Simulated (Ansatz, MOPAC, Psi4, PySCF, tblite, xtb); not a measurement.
Dimer BBr3 ··· HCl (SMILES BrB(Br)Br and Cl) at R = 3.26 Å between the centres of mass, closest contact 3.26 Å (lowest of the rigid-body minima from ten starts at GFN2-xTB). Geometry in Å and degrees:

```
B
Br 1 1.9073
Br 1 1.9074 2 120.01
Br 1 1.9074 2 119.98 3 179.96
Cl 1 3.2558 2 84.64 4 -89.16
H 5 1.2820 1 96.05 2 0.57
```

Levels: GFN2-xTB (tblite); SAPT0/jun-cc-pVDZ, frozen core (Psi4); PBE0/def2-TZVP, counterpoise-corrected (Psi4); PBE0-D3(BJ)/def2-TZVP, counterpoise-corrected (Psi4); PBE/def2-TZVP, counterpoise-corrected (Psi4); PBE-D3(BJ)/def2-TZVP, counterpoise-corrected (Psi4); wB97M-V/def2-TZVP, counterpoise-corrected (Psi4); HF/aug-cc-pVTZ, counterpoise-corrected (Psi4); MP2/aug-cc-pVTZ = DF-MP2/aug-cc-pVTZ, frozen core, counterpoise-corrected (Psi4 1.11); SCS-MP2/aug-cc-pVTZ = Psi4 with DF-SCS-MP2/aug-cc-pVTZ, frozen core, counterpoise-corrected; RHF/aug-cc-pVDZ, counterpoise-corrected (Ansatz, an electronic-structure program); MP2/aug-cc-pVDZ = Ansatz with MP2 on RHF/aug-cc-pVDZ, cores with 3d frozen, counterpoise-corrected; CCSD/aug-cc-pVDZ = CCSD on RHF/aug-cc-pVDZ, cores with 3d frozen, counterpoise-corrected (Ansatz); CCSD(T)/aug-cc-pVDZ = CCSD(T) on RHF/aug-cc-pVDZ, cores with 3d frozen, counterpoise-corrected (Ansatz); AM1, restricted, heats of formation (MOPAC); PM6, restricted, heats of formation (MOPAC); GFN1-xTB (xtb); RKS-B3LYP/6-31G* = restricted B3LYP/6-31G*, spherical d, no counterpoise correction (PySCF); RHF/6-31G* = restricted Hartree-Fock/6-31G*, spherical d, no counterpoise correction run with PySCF; RHF/STO-3G = restricted Hartree-Fock/STO-3G, no counterpoise correction (PySCF); RHF/3-21G = restricted Hartree-Fock/3-21G, no counterpoise correction (PySCF).

Problem. What interaction energy does each level give?

Solution. 
```tsv
method	E_int / kcal/mol
GFN2-xTB	-2.83
MP2/aug-cc-pVTZ	-1.39
wB97M-V/def2-TZVP	-1.30
PBE0-D3(BJ)/def2-TZVP	-1.08
PBE-D3(BJ)/def2-TZVP	-0.84
GFN1-xTB	-0.70
PM6	-0.65
MP2/aug-cc-pVDZ	-0.47
SCS-MP2/aug-cc-pVTZ	-0.35
AM1	-0.29
SAPT0/jun-cc-pVDZ	-0.08
RHF/STO-3G	-0.02
CCSD(T)/aug-cc-pVDZ	0.22
RHF/3-21G	0.22
CCSD/aug-cc-pVDZ	0.55
PBE0/def2-TZVP	0.82
PBE/def2-TZVP	1.04
RKS-B3LYP/6-31G*	1.76
RHF/6-31G*	2.35
RHF/aug-cc-pVDZ	2.82
HF/aug-cc-pVTZ	2.89
```
